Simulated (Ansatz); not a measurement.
Ansatz results at the PBE0-D4/def2-TZVP geometry: HOMO–LUMO gap (PBE0/def2-TZVPP) 4.62 eV; HOMO energy (B3LYP/def2-TZVPP) -5.24 eV; HOMO–LUMO gap (ωB97M-V/def2-TZVPP) 8.93 eV.

Each molecule was computed in one conformer, which needn't be the lowest.

Problem. Which molecule gave them?
A. `N[SiH2]C1=CS1`
B. `C=COBC`
C. `C[SiH2]SC#N`
D. `[CH3][AlH][O]CS`

Solution. A. The others give `[CH3][AlH][O]CS`: 6.92, -7.20, 11.00; `C[SiH2]SC#N`: 7.36, -7.64, 11.39; `C=COBC`: 7.22, -7.16, 11.42.

B3LYP here is the variant with VWN-RPA as its local correlation; programs differ in this.
